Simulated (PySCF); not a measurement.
H4PSi, SMILES [SiH2]P, multiplicity 2.

Geometry optimised at PBE0-D3(BJ)/def2-TZVP. The isomer is the one that the SMILES or the coordinates give; other isomers of the formula were not compared.

Two levels are set side by side: PBE/def2-TZVPD (PySCF) and r2SCAN/def2-TZVPD (PySCF). Same geometry, gas phase. Differences are taken from unrounded values.

```tsv
quantity	r2SCAN
α-spin orbital gap (eV)	4.87
β-spin orbital gap (eV)	4.04
dipole moment (D)	0.63
mean polarisability (bohr³)	64.2
```

What does PBE give, and how far is it from r2SCAN? (Estimate from the structure and the level; the computed values follow.)


| quantity | PBE | PBE minus r2SCAN |
|---|---|---|
| α-spin orbital gap (eV) | 4.18 | -0.70 |
| β-spin orbital gap (eV) | 3.41 | -0.63 |
| dipole moment (D) | 0.59 | -0.04 |
| mean polarisability (bohr³) | 66.2 | 1.9 |

Rough cost on one machine, each run with all the roots and properties that it gave: r2SCAN against PBE about 2 times.
